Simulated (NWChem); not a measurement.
System: C2H4O2Si; SMILES C1O[Si@H](O)C=1

Input file for NWChem:

```
start job
memory heap 200 mb stack 900 mb global 1100 mb
geometry units angstroms noautosym nocenter noautoz
  O     -0.064293     1.890143    -0.421622
  Si     0.070548     0.478432     0.414621
  C      1.052007    -0.962716    -0.166187
  C     -0.155863    -1.568510    -0.231477
  O     -1.171610    -0.701400     0.067800
  H     -0.027615     1.834707    -1.381846
  H      0.060664     0.874067     1.839340
  H      2.037897    -1.391328    -0.325683
  H     -0.444527    -2.603820    -0.456060
end
basis spherical
  * library def2-svp
end
dft
  xc pbe0
  iterations 150
end
cosmo
  do_cosmo_smd true
  solvent water
end
task dft energy
```

Output (shortened):

```
             Northwest Computational Chemistry Package (NWChem) 7.3.0
             --------------------------------------------------------

                             Geometry "geometry" -> ""
                             -------------------------

 Output coordinates in angstroms (scale by  1.889725989 to convert to a.u.)

  No.       Tag          Charge          X              Y              Z
 ---- ---------------- ---------- -------------- -------------- --------------
    1 O                    8.0000    -0.06429300     1.89014300    -0.42162200
    2 Si                  14.0000     0.07054800     0.47843200     0.41462100
    3 C                    6.0000     1.05200700    -0.96271600    -0.16618700
    4 C                    6.0000    -0.15586300    -1.56851000    -0.23147700
    5 O                    8.0000    -1.17161000    -0.70140000     0.06780000
    6 H                    1.0000    -0.02761500     1.83470700    -1.38184600
    7 H                    1.0000     0.06066400     0.87406700     1.83934000
    8 H                    1.0000     2.03789700    -1.39132800    -0.32568300
    9 H                    1.0000    -0.44452700    -2.60382000    -0.45606000

 Effective nuclear repulsion energy (a.u.)     227.1073736573

                                 NWChem DFT Module
                                 -----------------

 Summary of "ao basis" -> "ao basis" (spherical)
 ------------------------------------------------------------------------------
       Tag                 Description            Shells   Functions and Types
 ---------------- ------------------------------  ------  ---------------------
 O                          def2-svp                 6       14   3s2p1d
 Si                         def2-svp                 8       18   4s3p1d
 C                          def2-svp                 6       14   3s2p1d
 H                          def2-svp                 3        5   2s1p

 in cosmo_initialize ...
 calling solv_data for solv:h2o

 solvent parameters
 solvname_short: h2o
 solvname_long:  water
 dielec:       78.4000
 dielecinf:     1.7769
 aqueous SMD model solvent descriptors
 dielec:       78.4000
 sola:          0.8200

          ---------------
          -cosmo- solvent
          ---------------
 Cosmo: York-Karplus, doi: 10.1021/jp992097l
 dielectric constant -eps-     =  78.40
 screen = (eps-1)/(eps    )    =   0.98724
 surface charge correction     = lagrangian

   van der Waals surface
 --------------------------

 ---------- ATOMIC COORDINATES (A.U.) ------------ VDWR(ANG.) --
     1   -0.12149615    3.57185235   -0.79675005     1.520
     2    0.13331639    0.90410538    0.78352008     2.470
     3    1.98800497   -1.81926944   -0.31404789     1.850
     4   -0.29453836   -2.96405411   -0.43742810     1.850
     5   -2.21402187   -1.32545381    0.12812342     1.520
     6   -0.05218478    3.46709350   -2.61131030     1.200
     7    0.11463834    1.65174713    3.47584860     1.200
     8    3.85106692   -2.62922868   -0.61545163     1.200
     9   -0.84003422   -4.92050632   -0.86182843     1.200
 number of segments per atom =        128
 number of   points per atom =        128
 atom (   nspa,  nppa )
 ----------------------
    1 (     43,     0 )       0
    2 (     80,     0 )       0
    3 (     46,     0 )       0
    4 (     49,     0 )       0
    5 (     41,     0 )       0
    6 (     58,     0 )       0
    7 (     30,     0 )       0
    8 (     55,     0 )       0
    9 (     54,     0 )       0
 number of -cosmo- surface points =      456
 molecular surface =    107.529 angstrom**2
 molecular volume  =     96.996 angstrom**3
 -lineq- algorithm             =   0
 -bem- low  level              =   3
 -bem- from -octahedral-
 gaussian surface charge width =   4.50000
 degree of switching           =   1.00000
 switching function tolerance  =   0.00010
 atomic radii =
 --------------
    1  8.000  1.520
    2 14.000  2.470
    3  6.000  1.850
    4  6.000  1.850
    5  8.000  1.520
    6  1.000  1.200
    7  1.000  1.200
    8  1.000  1.200
    9  1.000  1.200
 ...... end of -cosmo- initialization ......

 nat:                     9
 ixmem:                  4523
 calling mnsol_interface()
 G(SMD-CDS) energy (kcal/mol)  =     3.687
 SMD-CDS SASA (angstrom**2)    =   133.962

            General Information
            -------------------
          SCF calculation type: DFT
          Wavefunction type:  closed shell.
          No. of atoms     :     9
          No. of electrons :    46
           Alpha electrons :    23
            Beta electrons :    23
          Charge           :     0
          Spin multiplicity:     1
          Use of symmetry is: off; symmetry adaption is: off
          Maximum number of iterations: 150
          AO basis - number of functions:    94
                     number of shells:    44
          Convergence on energy requested:  1.00D-06
          Convergence on density requested:  1.00D-05
          Convergence on gradient requested:  5.00D-04

              XC Information
              --------------
                         PBE0 Method XC Functional
                     Hartree-Fock (Exact) Exchange  0.250
          PerdewBurkeErnzerhof Exchange Functional  0.750
            Perdew 1991 LDA Correlation Functional  1.000 local
           PerdewBurkeErnz. Correlation Functional  1.000 non-local

             Grid Information
             ----------------
          Grid used for XC integration:  medium
          Radial quadrature: Mura-Knowles
          Angular quadrature: Lebedev.
          Tag              B.-S. Rad. Rad. Pts. Rad. Cut. Ang. Pts.
          ---              ---------- --------- --------- ---------
          O                   0.60       49          11.0       434
          Si                  1.10       88          10.0       590
          C                   0.70       49          10.0       434
          H                   0.35       45          11.0       434
          Grid pruning is: on
          Number of quadrature shells:   464
          Spatial weights used:  Erf1

      Superposition of Atomic Density Guess
      -------------------------------------

 Sum of atomic energies:        -515.36758917

      Non-variational initial energy
      ------------------------------

 Total energy =    -517.809988
 1-e energy   =   -1160.666349
 2-e energy   =     415.748987
 HOMO         =      -0.294903
 LUMO         =       0.013428

   convergence    iter        energy       DeltaE   RMS-Dens  Diis-err
 ---------------- ----- ----------------- --------- --------- ---------
     COSMO gas phase
 d= 0,ls=0.0,diis     1   -517.8497844579 -7.45D+02  1.39D-02  8.62D-01
 d= 0,ls=0.0,diis     2   -517.8038100799  4.60D-02  7.99D-03  1.48D+00
 d= 0,ls=0.0,diis     3   -517.9454037078 -1.42D-01  1.58D-03  3.19D-02
 d= 0,ls=0.0,diis     4   -517.9473711823 -1.97D-03  8.78D-04  9.86D-03
 d= 0,ls=0.0,diis     5   -517.9484946892 -1.12D-03  2.59D-04  1.01D-03
  Resetting Diis
 d= 0,ls=0.0,diis     6   -517.9486161612 -1.21D-04  5.64D-05  4.04D-05
 d= 0,ls=0.0,diis     7   -517.9486209065 -4.75D-06  2.55D-05  2.82D-06
 d= 0,ls=0.0,diis     8   -517.9486205925  3.14D-07  1.47D-05  6.21D-06
 d= 0,ls=0.0,diis     9   -517.9486212100 -6.18D-07  1.67D-06  4.03D-08

   convergence    iter        energy       DeltaE   RMS-Dens  Diis-err
 ---------------- ----- ----------------- --------- --------- ---------
     COSMO solvation phase
 d= 0,ls=0.0,diis     1   -517.9547546379 -6.13D-03  1.67D-03  5.96D-03
 d= 0,ls=0.0,diis     2   -517.9560079133 -1.25D-03  5.03D-04  2.90D-03
 d= 0,ls=0.0,diis     3   -517.9561744527 -1.67D-04  2.32D-04  1.15D-03
 d= 0,ls=0.0,diis     4   -517.9562839371 -1.09D-04  6.23D-05  4.92D-05
 d= 0,ls=0.0,diis     5   -517.9562887195 -4.78D-06  2.10D-05  8.75D-06
 d= 0,ls=0.0,diis     6   -517.9562896967 -9.77D-07  5.01D-06  3.17D-07

         Total DFT energy =     -517.956289696703
      One electron energy =    -1164.920756653980
           Coulomb energy =      469.619074475730
    Exchange-Corr. energy =      -50.126978919652
 Nuclear repulsion energy =      227.107373657316

             COSMO energy =        0.364997743882

 Numeric. integr. density =       45.999995856996

                                COSMO-SMD solvation results
                                ---------------------------

             internal energy in gas <Psi(g)|H|Psi(g)> =      -517.948621210034
         internal energy in solvent <Psi(s)|H|Psi(s)> =      -517.946831649003
                               delta internal energy  =         0.001789561030 (    1.12 kcal/mol)
   total free energy in solvent <Psi(s)|H+V/2|Psi(s)> =      -517.962165592670
 polarization energy contribution <Psi(s)|V/2|Psi(s)> =        -0.015333943666 (   -9.62 kcal/mol)
    total free energy in solvent including G(SMD-CDS) =      -517.956289696703
                       G(SMD-CDS) energy contribution =         0.005875895967 (    3.69 kcal/mol)
     1 M fixed-concentration free energy of solvation =        -0.007668486669 (   -4.81 kcal/mol)

                       DFT Final Molecular Orbital Analysis
                       ------------------------------------

 Vector   21  Occ=2.000000D+00  E=-3.534054D-01
              MO Center= -4.2D-01,  2.3D-01, -8.9D-02, r^2= 3.4D+00
   Bfn.  Coefficient  Atom+Function         Bfn.  Coefficient  Atom+Function
  ----- ------------  ---------------      ----- ------------  ---------------
     4      0.364951  1 O  px                64      0.327020  5 O  px
     7      0.274401  1 O  px                65      0.249292  5 O  py
    67      0.245403  5 O  px                68      0.170614  5 O  py
    36      0.154052  3 C  px                 5      0.136964  1 O  py
    90      0.134136  9 H  s                 85      0.107379  8 H  s

 Vector   22  Occ=2.000000D+00  E=-3.223313D-01
              MO Center=  4.3D-01, -1.7D-01,  1.6D-01, r^2= 3.3D+00
   Bfn.  Coefficient  Atom+Function         Bfn.  Coefficient  Atom+Function
  ----- ------------  ---------------      ----- ------------  ---------------
    37      0.355935  3 C  py                80     -0.212077  7 H  s
    40      0.210730  3 C  py                90      0.171724  9 H  s
     4     -0.169877  1 O  px                23     -0.170681  2 Si py
     5      0.168234  1 O  py                81     -0.166729  7 H  s
    35      0.165299  3 C  s                 51     -0.161255  4 C  py

 Vector   23  Occ=2.000000D+00  E=-2.580019D-01
              MO Center=  1.5D-01, -9.5D-01, -1.2D-01, r^2= 2.1D+00
   Bfn.  Coefficient  Atom+Function         Bfn.  Coefficient  Atom+Function
  ----- ------------  ---------------      ----- ------------  ---------------
    38      0.376103  3 C  pz                66     -0.363747  5 O  pz
    41      0.322848  3 C  pz                69     -0.309657  5 O  pz
    52      0.253560  4 C  pz                55      0.150791  4 C  pz
    37     -0.135936  3 C  py                40     -0.124841  3 C  py
    65      0.115302  5 O  py                68      0.098586  5 O  py

 Vector   24  Occ=0.000000D+00  E=-6.676216D-03
              MO Center=  1.8D-01, -9.2D-01, -1.1D-01, r^2= 2.9D+00
   Bfn.  Coefficient  Atom+Function         Bfn.  Coefficient  Atom+Function
  ----- ------------  ---------------      ----- ------------  ---------------
    55      0.606184  4 C  pz                52      0.469190  4 C  pz
    41     -0.395086  3 C  pz                27     -0.374763  2 Si pz
    81      0.288977  7 H  s                 26      0.282321  2 Si py
     3     -0.275374  1 O  s                 38     -0.266939  3 C  pz
    69     -0.154164  5 O  pz                66     -0.143342  5 O  pz

 Vector   25  Occ=0.000000D+00  E= 4.253835D-02
              MO Center=  4.0D-01,  5.6D-01,  4.8D-01, r^2= 3.3D+00
   Bfn.  Coefficient  Atom+Function         Bfn.  Coefficient  Atom+Function
  ----- ------------  ---------------      ----- ------------  ---------------
    25      0.971992  2 Si px                35     -0.815126  3 C  s
    18      0.491917  2 Si s                 63      0.490988  5 O  s
    49      0.383305  4 C  s                 53      0.322162  4 C  px
    22      0.270648  2 Si px                26      0.260796  2 Si py
    81     -0.251738  7 H  s                  7     -0.250482  1 O  px

 Vector   26  Occ=0.000000D+00  E= 7.000823D-02
              MO Center= -2.4D-01,  1.0D+00, -3.0D-01, r^2= 4.8D+00
   Bfn.  Coefficient  Atom+Function         Bfn.  Coefficient  Atom+Function
  ----- ------------  ---------------      ----- ------------  ---------------
     3      0.831175  1 O  s                 18     -0.771994  2 Si s
    81      0.741980  7 H  s                 76     -0.711874  6 H  s
    26     -0.575821  2 Si py                25      0.370070  2 Si px
    49     -0.294582  4 C  s                 91      0.292069  9 H  s
    63      0.264848  5 O  s                 41     -0.208522  3 C  pz

     Multipole analysis of the density
     ---------------------------------

     L   x y z        total         alpha         beta         nuclear
     -   - - -        -----         -----         ----         -------
     0   0 0 0      0.000000    -23.000000    -23.000000     46.000000

     1   1 0 0      0.651489      2.117459      2.117459     -3.583429
     1   0 1 0     -0.292529      0.104822      0.104822     -0.502172
     1   0 0 1     -0.597457     -0.548064     -0.548064      0.498670

     2   2 0 0    -28.020985    -53.694391    -53.694391     79.367797
     2   1 1 0     -0.361507      0.195879      0.195879     -0.753264
     2   1 0 1      0.193429      2.155176      2.155176     -4.116923
     2   0 2 0    -25.500934   -135.754831   -135.754831    246.008728
     2   0 1 1     -1.137402     -0.341489     -0.341489     -0.454425
     2   0 0 2    -24.384299    -29.975286    -29.975286     35.566273
```

Level: PBE0/def2-SVP, SMD on the gas-phase geometry. Coordinates come from a PBE0/def2-SVP optimisation. Solvent: water.
